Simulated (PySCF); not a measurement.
# Electron correlation in Mn²⁺ (manganese, charge +2)

[Ar] 3d5, high-spin 6S determinant. Computed with PySCF 2.14 in x2c-TZVPPall (6s5p4d2f1g, 64 functions), with the spin-free X2C one-electron Hamiltonian (Gaussian nucleus). Frozen: [Ar]; 5 electrons correlated.

```json
{"level": "CCSD", "correlation energy (mhartree)": "-73.47"}
{"level": "(T)", "correlation energy (mhartree)": "-0.73"}
{"level": "CCSD(T)", "correlation energy (mhartree)": "-74.20"}
```

Diagnostics: T1 = 0.0044, D1 = 0.0062, largest double amplitude 0.016.

Problem. Is a single reference adequate?

Solution. Yes: T1 lies below 0.03 and no double amplitude reaches 0.07.
